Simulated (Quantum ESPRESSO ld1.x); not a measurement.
Input file for ld1.x (Quantum ESPRESSO 7.5):

```
 &input
    zed=62.0,
    iswitch=1,
    rel=2,
    dft='PBE',
    config='[Xe] 4f6 6s2',
    rel_dist='energy',
    verbosity='high',
    lsmall=.true.,
    prefix='ld1',
    max_out_wfc=37,
    file_charge='ld1.rho',
 /
```

Output (excerpt):

```
     Program LD1 v.7.5 starts

 classical turning point too close to mesh           4           3           3
 classical turning point too close to mesh           4           3          -4
     --------------------------- All-electron run ----------------------------

     dirac relativistic calculation

     atomic number is 62.00
     dft =PBE   lsd =0 sic =0 latt =0  beta=0.20 tr2=1.0E-14
     Exchange-correlation= PBE
                           (   1   4   3   4   0   0   0)
     mesh =2093 r(mesh) = 100.37023 a.u. xmin = -8.00 dx = 0.00800
     1 Ry =  13.60569312 eV, c = 137.03599908

     n l j   nl                  e(Ry)          e(Ha)          e(eV)
     Spin orbit split results
     1 0 0.5 1S 1( 2.00)   -3427.496674525   -1713.748337263 -46633.4679337
     2 0 0.5 2S 1( 2.00)    -559.781266421    -279.890633210  -7616.2121269
     2 1 0.5 2P 1( 2.00)    -530.550913157    -265.275456578  -7218.5129105
     2 1 1.5 2P 1( 4.00)    -486.240462590    -243.120231295  -6615.6385180
     3 0 0.5 3S 1( 2.00)    -122.614284883     -61.307142442  -1668.2523326
     3 1 0.5 3P 1( 2.00)    -110.044871617     -55.022435809  -1497.2367530
     3 1 1.5 3P 1( 4.00)    -101.072650614     -50.536325307  -1375.1634674
     4 0 0.5 4S 1( 2.00)     -24.347283441     -12.173641721   -331.2616669
     4 1 0.5 4P 1( 2.00)     -19.529845965      -9.764922982   -265.7170909
     4 1 1.5 4P 1( 4.00)     -17.561668951      -8.780834475   -238.9386785
     3 2 1.5 3D 1( 4.00)     -79.292796689     -39.646398345  -1078.8334586
     3 2 2.5 3D 1( 6.00)     -77.344302400     -38.672151200  -1052.3228433
     5 0 0.5 5S 1( 2.00)      -3.169065488      -1.584532744    -43.1173325
     5 1 0.5 5P 1( 2.00)      -1.884021568      -0.942010784    -25.6334193
     5 1 1.5 5P 1( 4.00)      -1.625682838      -0.812841419    -22.1185418
     4 2 1.5 4D 1( 4.00)      -9.639975839      -4.819987919   -131.1585530
     4 2 2.5 4D 1( 6.00)      -9.288552242      -4.644276121   -126.3771914
     4 3 2.5 4F 1( 6.00)      -0.188341595      -0.094170798     -2.5625179
     4 3 3.5 4F 1( 0.00)      -0.148962848      -0.074481424     -2.0267428
     6 0 0.5 6S 1( 2.00)      -0.262927286      -0.131463643     -3.5773080
     Averaged results
     1 0     1S 1( 2.00)   -3427.496674525   -1713.748337263 -46633.4679337
     2 0     2S 1( 2.00)    -559.781266421    -279.890633210  -7616.2121269
     2 1     2P 1( 6.00)    -501.010612779    -250.505306389  -6816.5966488
     3 0     3S 1( 2.00)    -122.614284883     -61.307142442  -1668.2523326
     3 1     3P 1( 6.00)    -104.063390948     -52.031695474  -1415.8545626
     4 0     4S 1( 2.00)     -24.347283441     -12.173641721   -331.2616669
     4 1     4P 1( 6.00)     -18.217727956      -9.108863978   -247.8648160
     3 2     3D 1(10.00)     -78.123700116     -39.061850058  -1062.9270894
     5 0     5S 1( 2.00)      -3.169065488      -1.584532744    -43.1173325
     5 1     5P 1( 6.00)      -1.711795748      -0.855897874    -23.2901676
     4 2     4D 1(10.00)      -9.429121681      -4.714560840   -128.2897360
     4 3     4F 1( 6.00)      -0.165839454      -0.082919727     -2.2563607
     6 0     6S 1( 2.00)      -0.262927286      -0.131463643     -3.5773080

     final scf error:  3.9E-15 reached in  33 iterations

     Etot =  -20869.151134 Ry,  -10434.575567 Ha, -283939.266068 eV

     Ekin =   22631.400319 Ry,   11315.700160 Ha,  307915.887688 eV
     Encl =  -51139.910280 Ry,  -25569.955140 Ha, -695793.925603 eV
     Eh   =    8112.144850 Ry,    4056.072425 Ha,  110371.353400 eV
     Exc  =    -472.786024 Ry,    -236.393012 Ha,   -6432.581553 eV
```

Run on one thread of a shared host, so times are rough (Intel(R) Xeon(R) Processor @ 2.60GHz): 0.79 s of CPU time, 1.2 s wall, 33 iterations on 2093 mesh points.
